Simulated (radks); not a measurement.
Results of a calculation; reference values are marked as such.
Q: The mean radii <r> (bohr) of the occupied orbitals of an atom or ion are listed with their occupations. Code: a radial shooting solver on a logarithmic mesh with Libxc functionals. Model: Dirac Kohn-Sham, PBE, spin-unpolarised, spherical densities, finite nucleus; Fermi nuclear charge, rms radius of each element as measured or else 0.836 A^(1/3) + 0.57 fm.

orbital  occ.      <r>
1s1/2       2  0.02363
2s1/2       2   0.1005
2p1/2       2  0.08422
2p3/2       4  0.09064
3s1/2       2   0.2660
3p1/2       2   0.2556
3p3/2       4   0.2681
3d3/2       4   0.2395
3d5/2       6   0.2433
4s1/2       2   0.6064
4p1/2       2   0.6225
4p3/2       4   0.6503
4d3/2       4   0.6977
4d5/2       6   0.7076
5s1/2       2    1.437
5p1/2       2    1.594
5p3/2       4    1.669
4f5/2       3   0.9691

Name the element and its charge. Open shells, if any, fill j = l - 1/2 first.

A: Z = 60, neodymium, charge +3: Nd3+ in [Xe] 4f3. The 1s radius gives Z: for a bare nucleus <r> = (2 gamma + 1)/(2Z) with gamma = sqrt(1 - (Z/c)^2), 0.02332 bohr for Z = 60, and screening makes it slightly larger (0.02363 here). The occupations add up to 57, and the charge is Z minus that.
